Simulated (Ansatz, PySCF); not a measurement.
Process, species as SMILES: NC1CCCC1 → N[C]1CCCC1 + H atom (the C-H bond at the site shown breaks; other sites are not compared here)
Structures are relaxed separately at B3LYP-D3(BJ)/def2-TZVP in Ansatz (a quantum-chemistry and plane-wave program), one conformer each, not searched for the lowest. Frequencies are from Ansatz or PySCF.

Property: bond dissociation energy (enthalpy at 298 K, with B3LYP-D3(BJ) rigid-rotor harmonic-oscillator terms), in kJ/mol. Valence correlation only, unless marked. Open shells are spin-unrestricted. Spin-orbit coupling is left out. No relativistic terms. CBS marks a two-point X^-3 extrapolation of the correlation energy; Hartree-Fock from the larger set. The bracket is a focal-point correction in the basis named.

| level | program | bond dissociation energy (kJ/mol) |
|---|---|---|
| revPBE-D3(BJ)/def2-TZVPD | Ansatz + dftd3 | 341.9 |
| PBE0/def2-SVP | Ansatz | ? |
| PBE0/def2-TZVP | Ansatz | 348.6 |
| BHLYP-D4/def2-TZVPD | Ansatz + dftd4 | 357.6 |
| HSE06-D3(BJ)/def2-TZVPD | Ansatz + dftd3 | ? |
| LC-wPBE/def2-TZVPD | Ansatz | 351.0 |
| B2GP-PLYP-D4/def2-TZVPD | Ansatz + dftd4 | ? |
| RI-MP2/CBS(cc-pVTZ,cc-pVQZ)+[CCSD(T)-MP2]/cc-pVTZ | Ansatz | ? |

**Question.** What belongs in the gaps?

**Answer.** 
- PBE0/def2-SVP, bond dissociation energy (kJ/mol): 345.8
- HSE06-D3(BJ)/def2-TZVPD, bond dissociation energy (kJ/mol): 349.5
- B2GP-PLYP-D4/def2-TZVPD, bond dissociation energy (kJ/mol): 362.1
- RI-MP2/CBS(cc-pVTZ,cc-pVQZ)+[CCSD(T)-MP2]/cc-pVTZ, bond dissociation energy (kJ/mol): 380.2
